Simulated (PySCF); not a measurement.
Excitations are Tamm–Dancoff values on a coarser integration grid. The basis has no diffuse functions, so Rydberg states are missing or too high.

Cartesian coordinates (Å):
SMILES: O[Si](O)(Cl)Cl
```xyz
7

O     -1.1948    -0.6134    -0.7908
Si    -0.0108     0.0556     0.0709
O      1.3566    -0.3901    -0.6526
Cl    -0.0608    -0.5735     2.0118
Cl    -0.1910     2.0877     0.1252
H     -2.1080    -0.4756    -0.5316
H      2.1989    -0.0988    -0.2980
```
Charge 0, multiplicity 1.

Task: Give the S1 oscillator strength, S1 excitation (TDA), total energy, HOMO–LUMO gap, dipole moment, LUMO, brightest of the four lowest singlets (TDA) and HOMO at the level M06-2X/def2-TZVP (PySCF).

Result: 
The S1 oscillator strength is 0.005 and the S1 excitation (TDA) is 8.44 eV. The total energy comes out as -1361.7721 Ha, the HOMO–LUMO gap comes out as 11.46 eV and the dipole moment is 0.53 D. The LUMO comes out as 0.95 eV and the brightest of the four lowest singlets (TDA) comes out as 9.07 eV. The HOMO comes out as -10.51 eV.
